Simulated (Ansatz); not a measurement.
Geometry optimisation, Ansatz, RKS PBE0-D4/def2-SVP.

Input file:

```yaml
crystal:
  periodic: [false, false, false]
  atoms:
    - { symbol: "N", position_ang: [-0.4744, 1.0275, -0.1537] }
    - { symbol: Al, position_ang: [0.1639, -0.7019, 0.023] }
    - { symbol: F, position_ang: [1.7412, -0.9597, 0.7805] }
    - { symbol: Br, position_ang: [-1.0182, -2.5419, -0.7602] }
    - { symbol: H, position_ang: [-1.19089, -0.04175, 0.33976] }
    - { symbol: H, position_ang: [0.1842, 1.6316, -0.7103] }
basis:
  gaussian: { orbitals: def2-SVP }
hamiltonian:
  xc: pbe0
  dispersion: d4
relax:
  f_tol: 0.02
  max_steps: 50
```

Run as:

```bash
$ ansatz run input.yaml --threads 2 --pin off --max-ram 3072MiB --backend cpu --events-out ev --progress --plain --runs-dir out
```

Question: Where does it end, and by what steps?

Answer: It converged. After 12 steps the energy has fallen by 5.685 eV; H5 moved furthest, 1.20 Å. Parted: Al2–H5 (1.54 → 2.47 Å). Joined: N1–H5 (1.38 → 1.01 Å).

```csv
step,energy less start (eV),largest force component (eV/Å),accepted
0,0.0000,6.610,yes
1,-2.7313,5.104,yes
2,-4.3091,2.852,yes
3,-5.1112,1.598,yes
4,-5.3592,1.721,yes
5,-5.5157,0.598,yes
6,-5.6090,0.534,yes
7,-5.6254,0.410,yes
8,-5.6772,0.451,yes
9,-5.6846,0.089,yes
10,-5.6849,0.072,yes
11,-5.6849,0.053,yes
12,-5.6850,0.009,yes
```

```xyz
6
Properties=species:S:1:pos:R:3
N -0.462 0.682 -0.165
Al 0.281 -0.893 0.018
F 1.865 -1.004 0.498
Br -0.865 -2.771 -0.385
H -1.424 0.835 -0.443
H 0.010 1.565 -0.005
```

Time of the run: 19 s on 2 threads of AMD EPYC 9R14 (Zen 4) (shared host), peak memory 0.21 GiB.
